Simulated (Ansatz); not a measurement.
C2H7NOSn (`C[NH][SnH2][CH]=O`) at its PBE0-D4/def2-TZVP geometry, where that method's forces vanish. Total charge 0; spin multiplicity 1. Sn takes the def2 core potential.

```xyz
12

C     0.8511    0.8234   -1.4004
N     0.1698    1.2814   -0.1998
Sn   -0.0297   -0.0162    1.3350
C    -1.1795   -1.7849    0.6368
O    -1.7307   -1.7602   -0.4279
H     1.0512    1.6706   -2.0646
H     1.8236    0.4003   -1.1318
H     0.3064    0.0644   -1.9775
H    -0.7034    1.7352   -0.4324
H    -0.8622    0.7817    2.5948
H     1.5463   -0.4915    1.7980
H    -1.2429   -2.7042    1.2698
```

(1) What forces (eV/Å) does PBE-D4/def2-TZVPP give on these atoms in Ansatz 0.2.0? (Best estimate.)

Answers

(1) Ansatz gave: 
```
C1   0.023 -0.051 -0.070
N2   0.204  0.266  0.044
Sn3  0.004 -0.119  0.262
C4   0.278 -0.073  0.617
O5  -0.478  0.024 -0.935
H6   0.044  0.173 -0.145
H7   0.198 -0.089  0.044
H8  -0.092 -0.163 -0.149
H9  -0.312  0.155 -0.058
H10 -0.082  0.121  0.150
H11  0.201 -0.026  0.053
H12  0.011 -0.218  0.186
```
